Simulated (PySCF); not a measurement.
# TDDFT excited states: C2H8BNS

Compound: C2H8BNS.
SMILES with atom numbers: `[CH3:1][NH:2][BH:3][S:4][CH3:5]` (hydrogens: H6, H7, H8 on C1; H9 on N2; H10 on B3; H11, H12, H13 on C5)

Cartesian coordinates in Å at the PBE0-D3(BJ)/def2-SVP level; atoms count from 1:
```
atom  x, y, z in Å
C1    -2.6126   -0.1437   -0.1057
N2    -1.2734   -0.5988   -0.3761
B3    -0.0938   -0.0077    0.0792
S4     1.5162   -0.7046   -0.3773
C5     2.6660    0.3896    0.5038
H6    -2.5729    0.7424    0.5421
H7    -3.1504    0.1384   -1.0277
H8    -3.2147   -0.9111    0.4109
H9    -1.2234   -1.4286   -0.9573
H10   -0.1456    0.9782    0.7794
H11    2.4965    1.4406    0.2345
H12    3.6822    0.1052    0.2002
H13    2.5746    0.2681    1.5916
```

Theory: TDDFT CAM-B3LYP/def2-SVPD, vertical, gas phase, core orbitals frozen in the response (PySCF 2.14.0, density-fitted response routines).

**Question.** List the vertical singlet excitations with oscillator strengths and describe the spectrum.

**Answer.** 

```tsv
state	E (eV)	E (hartree)	f	main configurations (H = HOMO, L = LUMO)
S1	5.73	0.2105	0.0015	H→L (53%), H→L+1 (30%)
S2	6.03	0.2217	0.210	H→L+2 (91%)
S3	6.22	0.2286	0.021	H→L+1 (52%), H→L (30%), H→L+3 (8%)
S4	6.81	0.2504	0.0040	H→L+3 (74%)
S5	7.01	0.2575	0.0011	H→L+4 (54%), H→L+1 (9%), H→L+8 (9%)
S6	7.19	0.2643	0.0023	H-1→L+2 (87%)
S7	7.34	0.2696	0.017	H→L+5 (93%)
S8	7.62	0.2800	0.0067	H→L+6 (63%), H→L+4 (15%)
S9	7.73	0.2841	0.181	H-1→L+1 (46%), H-1→L (25%), H-2→L+2 (11%)
S10	7.88	0.2894	0.033	H-2→L (48%), H→L+7 (20%)
```

Triplets (Tamm–Dancoff): T1 5.03 eV, H→L+2 (91%); T2 5.38 eV, H→L (36%), H→L+1 (34%), H→L+8 (10%); T3 6.06 eV, H→L (43%), H→L+1 (34%), H→L+3 (8%); T4 6.50 eV, H-2→L+2 (86%).

The lowest singlet lies at 5.73 eV (216 nm, ultraviolet) and is very weak; its leading configuration is HOMO→LUMO (53%). The most intense listed level is S2 at 6.03 eV (206 nm, f = 0.210), 0.30 eV above S1. Löwdin shares by element: HOMO sulfur 55%, nitrogen 18%, carbon 9% or more, boron 7%; LUMO boron 29%, sulfur 24%, carbon 15% or more, hydrogen 10% or more (atoms not listed hold the other 21%). Orbital energies (eV): HOMO-3 -11.66, HOMO-2 -9.72, HOMO-1 -9.55, HOMO -7.77, LUMO 1.10, LUMO+1 1.29, LUMO+2 1.40. The listed states span 2.15 eV, and the widest gap between neighbours is 0.59 eV (S3 to S4). Of the 10 states listed, 5 reach f = 0.01 and none stays under 0.0005. The vertical ionisation energy (ΔSCF) is 8.58 eV, 0.70 eV above S10. The window holds the lowest 10 singlets.

One conformer stands for the species.

Without π bonds the low states are Rydberg-like; a valence basis with one diffuse set may place them up to an eV too high.
